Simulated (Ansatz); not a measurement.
Stepwise reaction of `[F][Al]([F])[SH]` with hydrogen sulfide, as a gas-phase model of exchange steps in deposition or etching. ΔE in kJ/mol; ΔG adds harmonic PBE0-D4 terms to CCSD(T)/CBS, at 1 bar.

Computed with Ansatz on PBE0-D4/def2-TZVP structures; ΔE is electronic, products minus reactants. CBS: MP2 limit from def2 TZ/QZ plus the TZ coupled-cluster correction, frozen cores. This one scheme is used for every species. Functionals use def2-TZVPP. B3LYP here is the variant with VWN-RPA as its local correlation; programs differ in this. One conformer a species, not always the lowest.

```csv
step,reaction,PBE-D4,B3LYP-D4,ωB97M-V,CCSD(T)/CBS,ΔG(400 K)
2,`[F][Al]([SH])[SH]` + H₂S → `[SH][Al]([SH])[SH]` + H–F,62.0,74.2,72.9,67.8,69.2
```

Q: Give the row of step 1, `[F][Al]([F])[SH]` + H₂S → `[F][Al]([SH])[SH]` + H–F. (Estimate.)

A: The calculation gave: 
```json
{"step": "1", "reaction": "`[F][Al]([F])[SH]` + H₂S → `[F][Al]([SH])[SH]` + H–F", "PBE-D4": "59.3", "B3LYP-D4": "71.9", "ωB97M-V": "69.6", "CCSD(T)/CBS": "66.9", "ΔG(400 K)": "76.4"}
```

Q: By hand: ΔE of the 2 steps together at CCSD(T)/CBS.

A: (66.9) + (67.8) = 134.7 kJ/mol, or 67.3 kJ/mol a step.

In ΔE the steps differ by no more than 0.9 kJ/mol. All are uphill at CCSD(T)/CBS. ΔG lies between 69.2 and 76.4 kJ/mol a step. PBE-D4 differs from CCSD(T)/CBS by -7.6 to -5.8 kJ/mol a step. Isolated molecules leave out the surface, adducts and barriers. Largest T1 diagnostic: 0.012.
